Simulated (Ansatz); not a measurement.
Relaxation of CH₂BMgN (6 atoms, charge 0, multiplicity 1), to a largest force component of 0.015 eV/Å in at most 40 steps.

Level of theory: RKS PBE0-D4/6-31G* (Ansatz 0.2.0).

```xyz
6
Properties=species:S:1:pos:R:3:forces:R:3
Mg -0.920 1.025 -0.986 0.80 -0.59 -0.37
C -0.542 0.231 0.912 0.91 -0.21 -2.26
B -0.668 -0.025 2.438 0.65 -1.04 2.08
N -1.457 0.829 1.613 -2.33 1.79 0.64
H -0.073 0.668 -2.393 -0.10 0.24 -0.60
H -2.186 1.501 1.350 0.07 -0.18 0.50
```

**Question.** Where does it end, and by what steps?

**Answer.** It converged. After 22 steps the energy has fallen by 1.930 eV; C2 moved furthest, 1.58 Å. Joined: Mg1–B3 (3.59 → 2.19 Å).

```csv
step,energy less start (eV),largest force component (eV/Å),accepted
0,0.0000,2.333,yes
1,-0.4566,1.396,yes
2,-0.7822,0.993,yes
3,-0.9545,1.055,yes
4,-0.9848,0.753,yes
5,-1.0006,0.589,yes
6,-1.0240,0.259,yes
7,-1.0324,0.097,yes
8,-1.0336,0.046,yes
9,-1.0341,0.028,yes
10,-1.0348,0.084,yes
11,-1.0357,0.293,yes
12,-1.0374,0.652,yes
13,-1.0453,1.076,yes
14,-1.0975,2.184,yes
15,-1.3347,2.322,yes
16,-1.6914,1.753,yes
17,-1.8542,1.236,yes
18,-1.8292,1.702,no
19,-1.9269,0.218,yes
20,-1.9289,0.068,yes
21,-1.9298,0.037,yes
22,-1.9298,0.003,yes
```

```xyz
6
Properties=species:S:1:pos:R:3
Mg -0.168 0.380 -0.885
C -1.694 1.266 0.583
B -0.545 0.171 1.263
N -1.608 0.897 1.832
H 0.320 0.377 -2.523
H -2.151 1.138 2.663
```

Whether the end is a true minimum wasn't checked by a vibrational analysis.

Time of the run: 110 s on 1 thread of Arm Neoverse N1, with other jobs on the host, peak memory 0.17 GiB.
